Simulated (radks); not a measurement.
The numbers below are computed, except where a source is named.
Spherical quantum dot in the effective-mass picture: electrons in a parabolic well V = omega^2 r^2 / 2 with omega = 4.21, all in effective atomic units (hartree* = m*/eps^2 hartree, bohr* = eps/m* bohr), one dielectric constant everywhere. Level of theory: non-relativistic Kohn-Sham, r2SCAN, spin-polarised, spherical densities, generalised Kohn-Sham scheme (a radial shooting solver with Libxc functionals). Levels are named by radial order and angular momentum (1s, 1p, 1d, 2s, ...), and open shells are averaged over m. Results are scaled to m* = 0.075 and eps = 13.2, for which hartree* = 11.71 meV and bohr* = 9.314 nm.

N = 6, configuration 1s2 1p(up 3, down 1). This is the lowest configuration that the search found. Occupied and some empty levels:

| level | occupation | eigenvalue (meV) | <r> (nm) |
|---|---|---|---|
| 1s up | 1 | 151.89 | 5.695 |
| 1s down | 1 | 154.23 | 5.653 |
| 1p up | 3 | 193.13 | 7.346 |
| 1p down | 1 | 196.35 | 7.361 |
| 1d up | 0 | 237.25 | 8.638 |
| 1d down | 0 | 240.56 | 8.679 |
| 2s up | 0 | 241.43 | 7.935 |
| 2s down | 0 | 243.59 | 7.966 |
| 1f up | 0 | 283.29 | 9.742 |
| 1f down | 0 | 286.38 | 9.813 |

Energy (meV): total 845.626, kinetic 275.08, external 374.25, Hartree 259.12, exchange-correlation -62.822.

Electron density:

| r (nm) | n(r) (e/nm^3) |
|---|---|
| 1.01 | 0.002727 |
| 2.10 | 0.002856 |
| 3.19 | 0.002918 |
| 4.28 | 0.002778 |
| 5.37 | 0.002390 |
| 6.46 | 0.001829 |
| 7.55 | 0.001235 |
| 8.63 | 0.0007330 |
| 9.72 | 0.0003813 |
| 10.8 | 0.0001738 |
| 11.9 | 0.00006946 |
| 13.0 | 0.00002435 |
| 14.1 | 7.590e-06 |
